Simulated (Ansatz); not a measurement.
Basis-set series for `[SiH3][SiH]1C=N1`. Charge 0, multiplicity 1. The structure was optimised at the PBE0-D4/def2-TZVP level.

Cartesian coordinates in Å:
```
Si -1.178 -0.690 0.866
Si 0.868 0.059 0.064
C 1.013 0.863 -1.533
N 0.939 1.741 -0.622
H -1.239 -2.174 0.798
H -1.378 -0.275 2.280
H -2.249 -0.107 0.018
H 2.105 -0.398 0.742
H 1.118 0.982 -2.612
```

```tsv
functional	basis	functions	energy (Eh)	HOMO (eV)	LUMO (eV)
PBE0-D4	def2-SVP	89	-674.17291	-6.66	-0.79
PBE0-D4	def2-QZVPP	404	-674.51176	-6.70	-1.06
ωB97M-V	def2-SVP	89	-674.43454	-8.75	1.24
ωB97M-V	def2-QZVPP	404	-674.77726	-8.83	0.75
```

(1) Give the rows for def2-TZVPP. (Estimate.)

Answers

(1) Computed: 
| functional | basis | functions | energy (Eh) | HOMO (eV) | LUMO (eV) |
| --- | --- | --- | --- | --- | --- |
| PBE0-D4 | def2-TZVPP | 216 | -674.48679 | -6.68 | -1.01 |
| ωB97M-V | def2-TZVPP | 216 | -674.75385 | -8.81 | 0.89 |

Positive LUMOs are unbound and depend on the basis.
